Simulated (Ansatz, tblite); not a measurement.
Removing an electron: ZnH2. The state is a singlet with charge 0. Geometry: r2SCAN-D4/def2-TZVP. Ansatz, gas phase; energy differences of separate SCF runs; the oxidised species was run as a doublet alone.

Cartesian coordinates in Å:
```
Zn 0.000 0.000 0.000
H -1.265 -0.828 -0.244
H 1.265 0.828 0.244
```

The xTB rows come from tblite.

```json
{"level": "GFN1-xTB", "−HOMO (eV)": "11.77", "vertical IE (eV)": "15.51", "−LUMO (eV)": "4.81", "HOMO–LUMO gap (eV)": "6.96"}
{"level": "GFN2-xTB", "−HOMO (eV)": "11.00", "vertical IE (eV)": "15.10", "−LUMO (eV)": "3.43", "HOMO–LUMO gap (eV)": "7.58"}
{"level": "r2SCAN-D4/def2-TZVP", "−HOMO (eV)": "7.17", "vertical IE (eV)": "10.65", "−LUMO (eV)": "0.93", "HOMO–LUMO gap (eV)": "6.24"}
```

**Question.** Estimate the rows for PBE-D4/def2-TZVP, PBE0-D4/def2-TZVP.

**Answer.** 
```
            level  −HOMO (eV)  vertical IE (eV)  −LUMO (eV)  HOMO–LUMO gap (eV)
 PBE-D4/def2-TZVP        6.87             10.56        1.39                5.48
PBE0-D4/def2-TZVP        8.03             10.64        0.67                7.36
```

Run but left out: HF/def2-TZVPP, MP2/def2-TZVPP, CCSD/def2-TZVPP, CCSD(T)/def2-TZVPP (flagged by the program: other roots).  Raw xTB energy differences between charge states are shifted by several eV; the methods need an empirical correction for them.
